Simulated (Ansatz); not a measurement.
Born–Oppenheimer molecular dynamics of AlCl₂H₃S (7 atoms, charge 0, multiplicity 1). It starts at the highest image of a converged band, a first-order saddle point between two minima.

Method: Ansatz 0.2.0, RKS BHLYP-D4/6-31G*.

* ensemble: NVE (velocity Verlet)
* time step: 0.5 fs
* steps asked: 200
* starting velocities drawn for: 300 K
* seed: 3553

First frame:

```xyz
7
Properties=species:S:1:pos:R:3
Al 0.176 -0.442 -0.110
Cl 0.169 0.011 2.256
Cl 1.950 0.384 -0.865
H -1.239 -0.078 -0.652
S 0.489 -2.615 0.583
H -0.809 -2.942 0.605
H 0.366 -1.391 1.951
```

Task: How far do the bonds stretch over the last three quarters of this one trajectory? (Pairs bonded in most of those frames.)

Result: 
```
   bond  mean (Å)  spread (Å)  shortest  longest
Al1–Cl2     2.147       0.111      1.96     2.32
Al1–Cl3     2.110       0.055      2.03     2.24
 Al1–H4     1.561       0.032      1.51     1.61
  S5–H6     1.339       0.017      1.31     1.37
  S5–H7     1.389       0.132      1.18     1.57
```

Mean temperature of the second half: 1144 K. The conserved energy stayed within 0.86 meV per atom of its start (net change -0.14 meV per atom), so the integration is sound. The kinetic energy rose, since the run started high on the potential surface and went downhill. It ends in pieces (AlCl2H + H2S), so much of that is their flight and rotation, not heat. A run of 0.1 ps of so small a system gives no equilibrium averages. The orbitals stay closed-shell, which can raise the energy where a bond breaks towards radicals; this wasn't checked here.

Run time: 7.9 min on 2 threads of Arm Neoverse V2, with other jobs on the host, peak memory 0.17 GiB.
